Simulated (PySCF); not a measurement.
An unknown shows these calculated signals:

1H NMR (600 MHz, computed): δ 6.47 (m, 1H), 4.93 (t, 2H), 4.33 (m, 3H), 1.73 (br s, 1H), 1.57 (m, 2H).

13C{1H} NMR (computed): δ 167.0 (C), 130.4 (CH), 20.1 (CH2).

Theoretical values (PySCF 2.14): geometry: GFN2-xTB, shielding tensors at PBE0/pcSseg-1 (GIAO). Single conformer, non-relativistic Hamiltonian, gas phase, equivalent nuclei averaged.

Shifts are taken against calculated references (same method and geometry level): 1H (σref 31.72) and 13C (σref 186.93) vs TMS.

Task: Which of these does the molecule contain: a C≡C triple bond, a non-aromatic C=C double bond, an amide, a Si–H bond, an OH group, a (CH3)2CH unit?

Result: 
- A C≡C triple bond: no.
- A non-aromatic C=C double bond: yes.
- An amide: no.
- A Si–H bond: yes (δH 4.93 (t)).
- An OH group: yes (δH 1.73 (br s)).
- A (CH3)2CH unit: no.

The data belong to SMILES F/C(=C/C[SiH2]O)[SiH3], C3H9FOSi2; they needn't prove each group on their own.

Carbon signals by region: 1 in the far downfield region (above 160 ppm), 1 in the sp2 and nitrile region (100–160 ppm), 1 below 50 ppm. Above 160 ppm: 167.0, fully substituted alkene carbon.

OH and NH positions are those of a molecule without intermolecular hydrogen bonds; in solution they move with solvent, concentration and temperature, and exchange usually removes their couplings. Splittings by 19F in the carbon and heteronuclear signals aren't shown, as no couplings were computed. Shifts are as computed. Against solution values, carbons near 30 ppm lie about +3 ppm off and those near 130 ppm about +5 ppm. Of 1309 compounds with measured shifts, 239 miss one by over three times the rms of a fit or turn the order of signals round; such compounds aren't used in these exercises. Multiplicities follow the n + 1 count of equivalent neighbours, as no J values were calculated; m marks all less simple cases, F and P coupling included.
